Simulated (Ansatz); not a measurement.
Gas-phase electronic energies from Ansatz, PBE0-D4/def2-TZVP geometries. CCSD(T)/CBS adds triple-zeta CCSD(T) − MP2 to the extrapolated MP2 energy (def2 sets, frozen cores). Functionals use def2-TZVPP. B3LYP here is the variant with VWN-RPA as its local correlation; programs differ in this. Each species was taken in one conformer, which may not be the lowest.

`BO[SiH2]S` + `CS[SiH](N)F` → `BO[SiH2]SC` + `N[SiH](F)S`  (redistribution)

Q: Is it downhill or uphill in electronic energy at CCSD(T)/CBS, and by how much? (Best estimate.)

A: Ansatz gave: Nearly level: ΔE = -1.4 kJ/mol.

Q: What do these levels give: PBE-D4, PBE0-D4, B3LYP-D4, ωB97M-V, B2PLYP, PBE0, B3LYP, MP2/def2-TZVPP, CCSD(T)/def2-TZVPP, HF/def2-QZVPP, SCS-MP2/def2-QZVPP, CCSD/CBS(def2)? (Estimate.)

A: The calculation gave: PBE-D4 -2.1, PBE0-D4 -1.6, B3LYP-D4 -1.1, ωB97M-V -1.4, B2PLYP -0.4, PBE0 -0.7, B3LYP 0.2, MP2/def2-TZVPP -1.9, CCSD(T)/def2-TZVPP -1.5, HF/def2-QZVPP 1.8, SCS-MP2/def2-QZVPP -1.1, CCSD/CBS(def2) -0.9 kJ/mol.

Largest T1 diagnostic among the species: 0.013.

In def2-TZVPP, CCSD(T) changes the Hartree–Fock value by −3.3 kJ/mol (the triples alone add −0.5 kJ/mol) and MP2 by −3.7 kJ/mol.
